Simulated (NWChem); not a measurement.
# C2H8BNO; SMILES CCB(N)O

```xyz
13

B      0.0121     0.5749    -0.0776
C     -0.6433    -0.8335    -0.3897
C      0.0496    -2.0112     0.2914
H     -0.5942    -0.9679    -1.4872
H     -1.7200    -0.8256    -0.1455
H     -0.0269    -1.9446     1.3889
H      1.1220    -2.0325     0.0455
H     -0.3833    -2.9793    -0.0078
O      1.3846     0.6402    -0.0905
H      1.7349     1.5166     0.0900
N     -0.7843     1.7137     0.1809
H     -0.4251     2.6440     0.3503
H     -1.7929     1.6654     0.2009
```
Atoms are numbered in this order, from 1.

Computed with NWChem. Medium grid unless said otherwise, to which SCAN and Minnesota functionals are sensitive. The geometry was optimised at PBE0/def2-SVP. Not confirmed as a minimum by frequencies. Hybrids' shares of exact exchange are those that their runs print; pure functionals count as 0. The functionals differ in more than this share.

| row | share of exact exchange | highest occupied level (eV) |
|---|---|---|
| PBE/def2-SVP | 0.00 | -5.97 |
| LDA (Slater exchange, VWN5)/def2-SVP | 0.00 | -6.11 |
| B3LYP/def2-SVP | 0.20 | withheld |
| PBE0/def2-SVP | 0.25 | -7.52 |
| M06-2X/def2-SVP | 0.54 | -8.99 |

Fit a straight line of the last column on the one before it, predict the withheld value, and compare with the run.


1. Means of the 4 shown rows: x = 0.198, y = -7.148. Slope Σ(x − x̄)(y − ȳ)/Σ(x − x̄)² = -1.088/0.1981 = -5.493; intercept -6.063.
2. The shown rows scatter about the line by 0.070 (root mean square); the largest residual is +0.09, at PBE/def2-SVP.
3. At x = 0.20 (B3LYP/def2-SVP; inside the shown range) the line gives -7.16.
4. The run gives -7.22, -0.06 from the line, 0.9 times the scatter.
